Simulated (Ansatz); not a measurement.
`C[CH](C)[SbH2]` + `C[Si]N` → `CC[Si]N` + `C[CH2][SbH2]` at 700 K and 1 bar (formal exchange of groups at a C–C bond).

Program: Ansatz. Geometries: PBE0-D4/def2-TZVP. ΔE: electronic, gas phase. CBS: MP2 limit from def2 TZ/QZ plus the TZ coupled-cluster correction, frozen cores. def2 core potentials past Kr. For Sb outer-core shells are correlated without core-valence functions, which leaves a few kJ/mol of doubt a bond. Each species was taken in one conformer, which may not be the lowest.

```
         species  CCSD(T)/CBS energy (Eh)  H − E (kJ/mol)  S (J/(mol·K))
`C[CH](C)[SbH2]`               -359.57575           361.6          468.5
        `C[Si]N`               -384.84019           219.5          379.6
       `CC[Si]N`               -424.09714           311.7          424.7
  `C[CH2][SbH2]`               -320.31453           270.5          411.9
```

H − E and S are ideal-gas, rigid-rotor, harmonic terms from PBE0-D4/def2-TZVP, for one conformer and one mirror image of each species. 1 Eh = 2625.50 kJ/mol, R = 8.31446 J/(mol·K).

Task: By hand: ΔE, ΔH, ΔS and ΔG.

Result: ΔE = (-424.09714) + (-320.31453) − (-359.57575) − (-384.84019) = 0.00427 Eh = 11.2 kJ/mol. Δ(H − E) = 311.7 + 270.5 − 361.6 − 219.5 = 1.1, so ΔH = 12.3 kJ/mol. ΔS = 424.7 + 411.9 − 468.5 − 379.6 = -11.5 J/(mol·K). ΔG = 12.3 − 700 × (-11.5)/1000 = 20.4 kJ/mol.

Task: By hand: the equilibrium constant, and the temperature at which ΔG would vanish if ΔH and ΔS stayed fixed.

Result: log₁₀ K = −ΔG/(RT ln 10) = -1.5. ΔH and −TΔS have one sign here, so there is no such temperature.

TΔS isn't small against ΔH here. A doubt of 5 kJ/mol in ΔE shifts log₁₀ K by 0.4 here. Other conformers and mirror images would add mixing entropy, several J/(mol·K) or more a flexible species. Modes under 60 cm⁻¹, often nearly free rotors, make the harmonic entropy too high. These are equilibria of isolated gas molecules and say nothing of rates. Largest T1 diagnostic: 0.013 (customary marks: 0.02 for closed shells, 0.045 for open ones).

ΔS is within the doubt of such terms, so its sign, and with it that verdict, could turn.
